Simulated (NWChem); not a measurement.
SnNH2Cl, singlet; SMILES [NH2][Sn][Cl]

```xyz
5

Sn    -0.3832    -0.4832     0.0000
Cl     0.2398     1.8665     0.0000
N      1.5695    -1.1014     0.0000
H      1.8868    -2.0759     0.0000
H      2.3575    -0.4443     0.0000
```
Atoms are numbered in this order, from 1.

Level: PBE-D3(BJ)/def2-SVP with def2 effective core potentials on Sn (NWChem), optimised geometry, unscaled harmonic frequencies. Low-valent species are run as closed-shell singlets; no triplet was tried in these runs. def2 effective core potentials on Sn; no spin-orbit coupling.

**Question.** List the harmonic frequencies with IR intensities, and the thermochemistry.

**Answer.** 
```json
[
 {"frequency (cm⁻¹)": "145", "IR intensity (km/mol)": "1.7"},
 {"frequency (cm⁻¹)": "332", "IR intensity (km/mol)": "44.4"},
 {"frequency (cm⁻¹)": "347", "IR intensity (km/mol)": "175.7"},
 {"frequency (cm⁻¹)": "456", "IR intensity (km/mol)": "26.6"},
 {"frequency (cm⁻¹)": "576", "IR intensity (km/mol)": "39.1"},
 {"frequency (cm⁻¹)": "598", "IR intensity (km/mol)": "30.8"},
 {"frequency (cm⁻¹)": "1434", "IR intensity (km/mol)": "12.6"},
 {"frequency (cm⁻¹)": "3449", "IR intensity (km/mol)": "19.1"},
 {"frequency (cm⁻¹)": "3573", "IR intensity (km/mol)": "22.5"}
]
```

* **zero-point energy**: 15.6 kcal/mol
* **thermal correction to the enthalpy at 298.15 K (with zero-point energy)**: 19.2 kcal/mol
* **heat capacity Cv**: 14.6 cal/(mol K)
* **entropy at 298.15 K and 1 atm (symmetry number 1)**: 74.4 cal/(mol K)

Rigid rotor and harmonic oscillator.
